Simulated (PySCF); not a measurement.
Sn(Cl)3(NH2) (Cl3H2NSn), SMILES [NH2][Sn]([Cl])([Cl])[Cl].

Geometry: B3LYP-D3(BJ)/def2-SVP. The structure was generated by enumeration; whether it is a known compound was not checked. The def2 effective core potentials stand for the cores of Sn; spin–orbit coupling is left out. The values are those of a single conformer.

Two levels are set side by side: TDA-PBE/def2-SVPD (PySCF) and TDA-CAM-B3LYP/def2-SVPD (PySCF). Vertical, same geometry. The lowest singlet is HOMO→LUMO 94 % with PBE and HOMO→LUMO 90 % with the other functional; states are paired by order. Differences are taken from unrounded values.

```
quantity                               TDA-PBE
-------------------------------------  -------
lowest singlet excitation (eV)            3.75
lowest triplet excitation (TDA) (eV)      3.19
first bright state (f over 0.05) (eV)     6.59
its oscillator strength                   0.06
```

These are the TDA-PBE values. What does TDA-CAM-B3LYP give? (An estimate is asked for; the answer gives what the named calculation found.)


```csv
quantity,TDA-CAM-B3LYP,TDA-PBE minus TDA-CAM-B3LYP
lowest singlet excitation (eV),4.93,-1.19
lowest triplet excitation (TDA) (eV),4.17,-0.99
first bright state (f over 0.05) (eV),4.93,1.65
its oscillator strength,0.05,0.01
```

Functionals without exact exchange tend to place singlet excitations lower, as here. Differences between two approximate levels are no errors against the true value.

Rough cost on one machine, each run with all the roots and properties that it gave: TDA-CAM-B3LYP against TDA-PBE about 3 times.
